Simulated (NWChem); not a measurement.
CH3CdFO; SMILES [O]([Cd][F])C

```xyz
7

Cd     0.0612    -0.3421    -0.0026
F     -0.2202    -2.2459     0.0072
O      0.5012     1.5657     0.0070
C     -0.4624     2.5716     0.0011
H     -1.1282     2.5624     0.8886
H      0.0531     3.5500     0.0053
H     -1.1160     2.5642    -0.8955
```
Atoms are numbered in this order, from 1.

Program: NWChem. The geometry was optimised at PBE0/def2-SVP. def2 effective core potentials on Cd; no spin-orbit coupling.

For level TPSS/STO-3G (all-electron, non-relativistic):

highest occupied level (eV): -1.17
orbital gap (eV): 4.49
dipole (D): 0.50

Question: What are these values for level TPSS/def2-SVP (core potentials)?

Answer: 
- highest occupied level (eV) = -5.88
- orbital gap (eV) = 3.50
- dipole (D) = 1.72
